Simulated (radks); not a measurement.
The niobium ion Nb4+, 37 electrons, occupied as [Kr] 4d1 (the NIST ground configuration). All-electron calculation, scalar-relativistic Kohn-Sham, Slater X-alpha with alpha = 0.878, spin-unpolarised, spherical densities, finite nucleus; Fermi nuclear charge, rms radius 4.324 fm. Program: a radial shooting solver on a logarithmic mesh with Libxc functionals.

Normalised radial functions P(r) = r R(r), r in bohr:

| r | 3d | 4p | 4d |
|---|---|---|---|
| 0.003528 | 0.0001 | 0.0045 | 0.0000 |
| 0.005263 | 0.0002 | 0.0092 | 0.0001 |
| 0.007851 | 0.0007 | 0.0187 | 0.0003 |
| 0.01162 | 0.0022 | 0.0368 | 0.0008 |
| 0.01733 | 0.0068 | 0.0709 | 0.0023 |
| 0.02586 | 0.0197 | 0.1291 | 0.0067 |
| 0.03827 | 0.0539 | 0.2133 | 0.0182 |
| 0.05709 | 0.1401 | 0.3088 | 0.0473 |
| 0.08517 | 0.3294 | 0.3468 | 0.1105 |
| 0.126 | 0.6651 | 0.2160 | 0.2200 |
| 0.188 | 1.1307 | -0.1432 | 0.3603 |
| 0.2805 | 1.5005 | -0.5072 | 0.4272 |
| 0.4151 | 1.4564 | -0.4075 | 0.2663 |
| 0.6193 | 0.9527 | 0.2932 | -0.1783 |
| 0.9239 | 0.3734 | 0.9583 | -0.6849 |
| 1.367 | 0.0760 | 0.9089 | -0.8723 |
| 2.04 | 0.0056 | 0.3923 | -0.6118 |
| 3.043 | 0.0001 | 0.0672 | -0.2171 |
| 4.504 | 0.0000 | 0.0035 | -0.0320 |

3d: eigenvalue -255.37 eV, 0 radial nodes, <r> = 0.427 bohr, 90 % of the charge inside 0.684 bohr. 4p: eigenvalue -82.641 eV, 2 radial nodes at r = 0.164, 0.537 bohr, <r> = 1.23 bohr, 90 % of the charge inside 1.80 bohr. 4d: eigenvalue -46.164 eV, 1 radial node at r = 0.539 bohr, <r> = 1.55 bohr, 90 % of the charge inside 2.34 bohr.
